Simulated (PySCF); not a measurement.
Cu(H) cation (CuH), SMILES [CuH] (connectivity only; charge and spin as stated), charge +1, multiplicity 2.

The structure is a stationary point at r2SCAN-D4/def2-TZVPD. The multiplicity is an assumed one; other spin states were not compared.

Two levels are set side by side: PBE/def2-TZVPD (PySCF) and ωB97X/def2-TZVPD (PySCF). Same geometry, gas phase. Differences are taken from unrounded values.

```csv
quantity,ωB97X
α-spin orbital gap (eV),11.88
β-spin orbital gap (eV),10.29
mean polarisability (bohr³),13.8
```

### Question
What does PBE give, and how far is it from ωB97X? (The exact figures need the calculation; the answer reports its results.)

### Answer

| quantity | PBE | PBE minus ωB97X |
|---|---|---|
| α-spin orbital gap (eV) | 4.64 | -7.24 |
| β-spin orbital gap (eV) | 1.51 | -8.78 |
| mean polarisability (bohr³) | 14.2 | 0.3 |

Rough cost on one machine, each run with all the roots and properties that it gave: ωB97X against PBE within a factor of 2.
